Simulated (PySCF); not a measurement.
**s to d promotion along the 4d series**

All values are computed (PySCF 2.14, energy differences of UHF-based or UKS calculations, no spin-orbit coupling). Basis: aug-cc-pwCVTZ-PP with ECP28MDF, ECP. Energy of d^(n+1) s¹ above d^n s² in eV (negative where d^(n+1) s¹ lies lower), between high-spin terms; measured values are centres of gravity of the terms (NIST).

```json
{"element": "Nb", "terms": "4d3 5s2 (4F) → 4d4 5s1 (6D)", "UHF": "-0.714", "LDA": "-0.698", "PBE": "-0.796", "r2SCAN": "-0.928", "PBE0": "-0.775", "MP2 (valence and next inner shell)": "-0.450", "measured": "-0.184"}
{"element": "Mo", "terms": "4d4 5s2 (5D) → 4d5 5s1 (7S)", "UHF": "-2.193", "LDA": "-1.881", "PBE": "-2.005", "r2SCAN": "-2.320", "PBE0": "-2.078", "MP2 (valence and next inner shell)": "-1.847", "measured": "n/a"}
{"element": "Tc", "terms": "4d5 5s2 (6S) → 4d6 5s1 (6D)", "UHF": "0.759", "LDA": "0.120", "PBE": "-0.121", "r2SCAN": "0.105", "PBE0": "0.000", "MP2 (valence and next inner shell)": "0.573", "measured": "0.406"}
{"element": "Ru", "terms": "4d6 5s2 (5D) → 4d7 5s1 (5F)", "UHF": "-0.657", "LDA": "-0.964", "PBE": "-1.171", "r2SCAN": "-1.068", "PBE0": "-1.133", "MP2 (valence and next inner shell)": "-0.685", "measured": "-0.867"}
{"element": "Rh", "terms": "4d7 5s2 (4F) → 4d8 5s1 (4F)", "UHF": "-1.254", "LDA": "-1.746", "PBE": "-1.816", "r2SCAN": "-1.743", "PBE0": "-1.785", "MP2 (valence and next inner shell)": "-1.583", "measured": "n/a"}
{"element": "Ag", "terms": "4d9 5s2 (2D) → 4d10 5s1 (2S)", "UHF": "-3.640", "LDA": "-3.836", "PBE": "-3.810", "r2SCAN": "-3.799", "PBE0": "-3.881", "MP2 (valence and next inner shell)": "-4.046", "measured": "-3.971"}
```

Question: Which way does each method err?

Answer: Mean (and mean absolute) errors over the 4 elements with all values: UHF 0.09 (0.36) eV; LDA -0.19 (0.26) eV; PBE -0.32 (0.40) eV; r2SCAN -0.27 (0.35) eV; PBE0 -0.29 (0.34) eV; MP2 (valence and next inner shell) 0.00 (0.17) eV. A negative mean favours the extra d electron, a positive one the s² configuration.
